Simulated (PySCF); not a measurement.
One of the candidates below gave these computed data.

All candidates are C3H12N2Si3.

| technique | computed result |
| --- | --- |
| Dipole | 2.59 D [PBE0/pcSseg-1] |
| 1H NMR | chemical shifts (computed TMS as zero) by class: 5.28 (2 H), 4.99 (2 H), 4.90 (3 H), 2.13 (3 H), 0.82 (2 H) ppm [GIAO PBE0/pcSseg-1] |
| NMR, other nuclei | isotropic shieldings of nuclei other than C and H, by class: 245 (1 N), 258 (1 N), 371 (1 Si), 394 (1 Si), 405 (1 Si) ppm [GIAO PBE0/pcSseg-1] |
| Rotational structure | rotational constants A, B, C: 1.578, 0.710, 0.586 GHz [GFN2-xTB] |
| 13C NMR | chemical shifts (computed TMS as zero) by class: 113.7 (1 C), 88.8 (1 C), 5.9 (1 C) ppm [GIAO PBE0/pcSseg-1] |

Gas-phase values; electronic properties from PySCF, density fitting. Levels stand in brackets. Geometry: GFN2-xTB, one conformer, isolated molecule. GFN2-xTB frequencies show an imaginary mode (63i cm⁻¹), so this geometry is no minimum at that level. Each NMR value is the plain mean over a class of atoms that symmetry, rotation or inversion makes alike.

**Question.** Which candidate is it?
A. `N#CCC[SiH2]N([SiH3])[SiH3]`
B. `CN[Si]([SiH3])([SiH3])CC#N`
C. `N#C[C@@H]([SiH3])CN([SiH3])[SiH3]`
D. `CC#C[SiH2]N([SiH3])[SiH2]N`
E. `CN[Si@@H](C#N)[SiH2]C[SiH3]`

**Answer.** D. It is `CC#C[SiH2]N([SiH3])[SiH2]N`. Numbering: `[CH3:1][C:2]#[C:3][SiH2:4][N:5]([SiH3:6])[SiH2:7][NH2:8]`. Its formula, C3H12N2Si3, gives 2 degrees of unsaturation: 0 rings and 2 π bonds in the structure found. 3 carbons fall into 3 classes; from least to most shielded: alkyne carbon [C2] (113.7 ppm), alkyne carbon [C3] (88.8 ppm), propargylic carbon [C1] (5.9 ppm). Hydrogen classes from least to most shielded: 2 H on an SiH2 silicon, Si7 (5.28 ppm), 2 H on an SiH2 silicon, Si4 (4.99 ppm), 3 H on an SiH3 silicon, Si6 (4.90 ppm), 3 H on a propargylic carbon, C1 (2.13 ppm), 2 H on a silicon-bound nitrogen, N8 (0.82 ppm, a mean of values up to 2.0 ppm apart in this geometry). The other shieldings belong to: 245 ppm, silicon-bound nitrogen [N8]; 258 ppm, nitrogen bridging silicon atoms [N5]; 371 ppm, SiH2 silicon [Si7]; 394 ppm, SiH3 silicon [Si6]; 405 ppm, SiH2 silicon [Si4]. The optimised geometry has point group C1 and is an asymmetric top.

The others, at the same levels:
- `CN[Si]([SiH3])([SiH3])CC#N` fails: its computed 13C shifts are 122.4 (1 C), 32.8 (1 C), 4.8 (1 C) ppm, 1H shifts are 3.60 (6 H), 2.64 (3 H), 1.98 (2 H), -0.17 (1 H) ppm and rotational constant A is 1.080 GHz (against 1.578 GHz).
- `CN[Si@@H](C#N)[SiH2]C[SiH3]` fails: its computed 13C shifts are 126.1 (1 C), 34.2 (1 C), -15.6 (1 C) ppm, 1H shifts are 5.12 (1 H), 4.64 (1 H), 4.00 (3 H), 3.97 (1 H), 2.87 (3 H), 0.47 (1 H), 0.04 (1 H), -0.08 (1 H) ppm and rotational constant A is 1.687 GHz (against 1.578 GHz).
- `N#CCC[SiH2]N([SiH3])[SiH3]` fails: its computed 13C shifts are 125.0 (1 C), 12.8 (1 C), 11.4 (1 C) ppm, 1H shifts are 4.98 (2 H), 4.83 (6 H), 2.52 (2 H), 0.95 (2 H) ppm and smallest rotational constant is 0.662 GHz (against 0.586 GHz).
- `N#C[C@@H]([SiH3])CN([SiH3])[SiH3]` fails: its computed 13C shifts are 126.1 (1 C), 59.8 (1 C), 16.3 (1 C) ppm, 1H shifts are 4.86 (6 H), 3.95 (3 H), 3.44 (1 H), 3.33 (1 H), 2.14 (1 H) ppm and smallest rotational constant is 0.612 GHz (against 0.586 GHz).

Each candidate is one conformer, not necessarily the lowest. The conformers computed, where there is a choice (atom-mapped SMILES and torsion angles):
- `[CH3:1][C:2]#[C:3][SiH2:4][N:5]([SiH3:6])[SiH2:7][NH2:8]`: C3–Si4–N5–Si6 -111°, Si4–N5–Si7–N8 -72°, H–N8–Si7–N5 38°, H–N8–Si7–N5 175°
- `[CH3:1][NH:2][Si:3]([SiH3:4])([SiH3:5])[CH2:6][C:7]#[N:8]`: C1–N2–Si3–Si4 46°, N2–Si3–C6–C7 -171°
- `[CH3:1][NH:2][Si@@H:3]([C:4]#[N:5])[SiH2:6][CH2:7][SiH3:8]`: C1–N2–Si3–C4 -78°, N2–Si3–Si6–C7 52°, Si3–Si6–C7–Si8 63°
- `[N:1]#[C:2][CH2:3][CH2:4][SiH2:5][N:6]([SiH3:7])[SiH3:8]`: C2–C3–C4–Si5 -66°, C3–C4–Si5–N6 -49°, C4–Si5–N6–Si7 113°
- `[N:1]#[C:2][C@@H:3]([SiH3:4])[CH2:5][N:6]([SiH3:7])[SiH3:8]`: C2–C3–C5–N6 62°, C3–C5–N6–Si7 -94°
